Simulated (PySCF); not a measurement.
Compound: C5H5Cl2 (doublet state).
Numbering: `[Cl:1][C:2]([Cl:3])=[C:4]1[CH:5][CH2:6][CH2:7]1` (hydrogens: H8 on C5; H9, H10 on C6; H11, H12 on C7)

Method used: UKS B3LYP, pcH-1 on C Cl H, non-relativistic, mean-field spin-orbit, GIAO in PySCF 2.14.0. Geometry: GFN2-xTB; no solvent, vibrations or thermal averaging. A GFN2-xTB geometry isn't a minimum of the functional, and hyperfine couplings can be far from their values at a DFT geometry. Stability of the SCF solution: not tested. ⟨S²⟩ is 0.775 where a pure state has 0.75.

(1) Match the computed a_iso(13C) values +76.8, +55.2, -48.4, -21.9, +7.0 MHz with the sites C2; C4; C5; C6; C7.

(2) Match the computed a_iso(1H) values +69.0, -37.5, -16.0 MHz (means over equivalent nuclei) with the sites H8; H9/H10; H11/H12.

## Answers

(1) 
| site | a_iso (MHz) | ρ(0) (bohr⁻³) | position | distance from C5 (Å) | spin population | largest \|T\| (MHz) |
| --- | --- | --- | --- | --- | --- | --- |
| C2 | +76.8 | +0.0678 | a main spin site | 2.55 | +0.55 | 108.1 |
| C4 | -48.4 | -0.0431 | 1 bond from C2 | 1.38 | -0.23 | 27.9 |
| C5 | +55.2 | +0.0493 | largest spin population | 0.00 | +0.60 | 93.7 |
| C6 | -21.9 | -0.0195 | 1 bond from C5 | 1.49 | -0.05 | 1.7 |
| C7 | +7.0 | +0.0063 | 2 bonds from C5 | 2.10 | +0.02 | 1.3 |

(2) 
```csv
site,a_iso (MHz),ρ(0) (bohr⁻³),position,distance from C5 (Å),bound to,spin population there,largest |T| (MHz)
H8,-37.5,-0.0084,1 bond from C5,1.07,C5,+0.60,21.9
H9/H10,+69.0,+0.0154,2 bonds from C5,2.19,C6,-0.05,5.1
H11/H12,-16.0,-0.0036,3 bonds from C5,2.86,C7,+0.02,2.3
```

ρ(0) is the spin density at the nucleus and T the dipolar tensor; a_iso includes a spin–orbit part; entries for several nuclei are means. The largest Mulliken spin populations are on C5 (+0.60), C2 (+0.55) and C4 (-0.23). The positive populations add up to 1.32 and the negative ones to -0.32, together 2S = 1. The angles at C5 add up to 360.0°, so it is planar. Main spin sites, with 60 % or more of the largest population: C2, C5; positions count bonds from the nearest.

The SMILES `ClC(Cl)=C1[CH]CC1` draws the unpaired electron on C5, whose computed spin population is only +0.60.

On an Arm Neoverse V2 with one thread, shared host, this took 51 s of wall time (grids of density and orbitals included) and 0.93 GiB of memory at its peak.
